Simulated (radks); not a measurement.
Numerical settings for the lutetium ion Lu58+, [Ne] 3s2 3p1. All-electron calculation, non-relativistic Kohn-Sham, r2SCAN, spin-polarised, spherical densities, point nucleus; open shells are filled with parallel spins first (spin-orbit coupling, left out, can overturn this in heavy ions); meta-GGA in the generalised Kohn-Sham scheme; relativity is left out, which matters for an element this heavy. Program: a radial shooting solver on a logarithmic mesh with Libxc functionals. The defaults (mesh step 0.008 in ln r, mesh end at 40 bohr or more with all orbitals vanishing there, Anderson mixing 0.5 over 9 steps, residual threshold near 1e-9 with the energy settled to 1e-9 hartree or 1e-11 of itself, here a cap of 78 iterations) give E = -10122.333 hartree and 3p at -5629.7 eV in 10 iterations. Run on one thread of a shared host, so times are rough (Arm Neoverse V2): 0.07 s of CPU time, 0.07 s wall, 10 iterations on 2476 mesh points. Changes against that run (0 stands for a change within the tolerance of the run):

\begin{tabular}{lrrrrr}
setting & iterations & converged & E (mhartree) & e(3p) (meV) & CPU (s) \\ \hline
mesh step in ln r 0.03 & 10 & yes & -0.293 & -0.0121 & 0.02 \\
mesh step in ln r 0.2 & 78 & no & diverged & - & 0.1 \\
mesh step in ln r 0.08 & 78 & no & -1.02e+06 & -7.47e+06 & 0.24 \\
mesh end (bohr) 400 & 10 & yes & 0 & 0 & 0.07 \\
mesh end (bohr) 8 & 10 & yes & 0 & 0 & 0.07 \\
residual threshold 1e-13 & 32 & yes & 0 & -0.029 & 0.16 \\
residual threshold 0.001 & 7 & yes & 0 & -1.77 & 0.05 \\
mixing 1 & 7 & yes & 0 & -0.0208 & 0.05 \\
linear mixing, mixing 0.8 & 12 & yes & 0 & -0.0649 & 0.08 \\
linear mixing, mixing 0.05 & 78 & no & +4.15 & -1.62e+04 & 0.45 \\
mixing history 20 & 10 & yes & 0 & 0 & 0.07 \\
iteration cap 2 & 2 & no & +7.34e+03 & -6.69e+05 & 0.02 \\
\end{tabular}

No run marked as converged misses the energy by more than 1 mhartree. A mesh that ends early acts as a hard wall.
